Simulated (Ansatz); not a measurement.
Stepwise reaction of `C[SiH2][SnH2][CH3]` with hydrogen, as a gas-phase model of exchange steps in deposition or etching. ΔE in kJ/mol.

Calculated with Ansatz (gas phase, PBE0-D4/def2-TZVP geometries, no zero-point term in ΔE). CCSD(T)/CBS adds triple-zeta CCSD(T) − MP2 to the extrapolated MP2 energy (def2 sets, frozen cores). This one scheme is used for every species. DFT in def2-TZVPP. B3LYP here is the variant with VWN-RPA as its local correlation; programs differ in this. Elements past krypton have def2 core potentials. For Sn outer-core shells are correlated without core-valence functions, which leaves a few kJ/mol of doubt a bond. Each species was taken in one conformer, which may not be the lowest.

| step | reaction | PBE-D4 | B3LYP-D4 | ωB97M-V | CCSD(T)/CBS |
| --- | --- | --- | --- | --- | --- |
| 1 | `C[SiH2][SnH2][CH3]` + H₂ → `[CH3][SnH2][SiH3]` + CH₄ | -28.0 | -33.0 | -30.4 | -28.8 |
| 2 | `[CH3][SnH2][SiH3]` + H₂ → `[SiH3][SnH3]` + CH₄ | -43.4 | -47.8 | -46.9 | -38.6 |

Question: By hand: ΔE of the 2 steps together at CCSD(T)/CBS.

Answer: (-28.8) + (-38.6) = -67.4 kJ/mol, or -33.7 kJ/mol a step.

In ΔE each step is lower than the one before. All are downhill at CCSD(T)/CBS. PBE-D4 differs from CCSD(T)/CBS by -4.8 to 0.8 kJ/mol a step. Isolated molecules leave out the surface, adducts and barriers. Largest T1 diagnostic: 0.013.
